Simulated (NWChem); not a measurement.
Molecule: CH6OSSi; SMILES CS[SiH2]O

```xyz
10

Si    -0.4819    -0.9067    -0.2596
O      0.3904    -2.1720     0.3700
S      0.6903     0.8912    -0.1872
C     -0.5545     2.1055     0.3613
H     -1.7339    -0.6011     0.5039
H     -0.8202    -1.3399    -1.6405
H      0.8275    -2.0020     1.2106
H     -1.2849     2.3217    -0.4301
H     -1.0782     1.7696     1.2669
H     -0.0054     3.0285     0.5913
```
Atoms are numbered in this order, from 1.

Results from NWChem. The geometry was optimised at PBE0/def2-SVP. Total energies compare along this basis series because the functional is fixed.

```
level             basis functions  energy (Ha)  highest occupied level (eV)  orbital gap (eV)  dipole (D)
----------------  ---------------  -----------  ---------------------------  ----------------  ----------
TPSS/pcseg-1                   94    -804.6978                        -5.98              5.28        2.23
TPSS/aug-pcseg-1              154    -804.7108                        -5.97              4.95        2.07
TPSS/pcseg-2                  212    -804.8410                        -5.98              5.08        2.16
TPSS/STO-3G                    34    -795.4155                          ___               ___         ___
TPSS/def2-SVP                  94    -804.4424                        -5.81              5.49        2.06
```

### Question
Some entries are withheld; supply them.

### Answer

- TPSS/STO-3G, highest occupied level (eV): -1.99
- TPSS/STO-3G, orbital gap (eV): 7.13
- TPSS/STO-3G, dipole (D): 1.27
